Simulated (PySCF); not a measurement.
Si(H)(F)(Br)(OMe) (CH₄BrFOSi), SMILES CO[SiH](F)Br. The structure is a stationary point at PBE-D3(BJ)/def2-SVP. This is a generated structure with no PubChem entry under its InChIKey; it may be hypothetical. One conformer was computed; it need not be the lowest.

Computed equilibrium geometry at PBE-D3(BJ)/def2-SVP (PySCF confirms it by a frequency run) as Cartesian coordinates in Å (one conformer of several):
```xyz
9

Si    -0.4677     0.3438     0.4700
F     -0.6224     1.9069     0.0265
Br     1.5270    -0.3856    -0.1380
O     -1.5787    -0.5856    -0.3283
C     -2.9855    -0.4611    -0.1584
H     -0.6287     0.2922     1.9525
H     -3.3658     0.4875    -0.5962
H     -3.2833    -0.4980     0.9143
H     -3.4727    -1.3082    -0.6806
```
